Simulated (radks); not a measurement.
The numbers below are computed, except where a source is named.
The nuclear charge of the erbium ion Er2+ is varied continuously with 66 electrons held in [Xe] 4f12. Code: a radial shooting solver on a logarithmic mesh with Libxc functionals. Model: non-relativistic Kohn-Sham, r2SCAN, spin-polarised, spherical densities, point nucleus; open shells are filled with parallel spins first (spin-orbit coupling, left out, can overturn this in heavy ions); meta-GGA in the generalised Kohn-Sham scheme; relativity is left out, which matters for an element this heavy. By the Hellmann-Feynman theorem dE/dZ = E(electron-nucleus)/Z, the electronic potential at the nucleus.

| Z | E (hartree) | E(electron-nucleus)/Z (hartree) | HOMO | e(HOMO) (eV) | <r> HOMO (bohr) |
|---|---|---|---|---|---|
| 67.5 | -12284.1930 | -432.620 | 4f | -11.189 | 0.8307 |
| 68 | -12501.5623 | -436.854 | 4f | -19.715 | 0.7864 |
| 68.5 | -12721.0442 | -441.071 | 4f | -29.160 | 0.7518 |
| 69 | -12942.6315 | -445.276 | 4f | -39.401 | 0.7230 |

The central difference of E at Z = 68 is -436.851 hartree, to compare with the third column; the second derivative is -8.45 hartree.
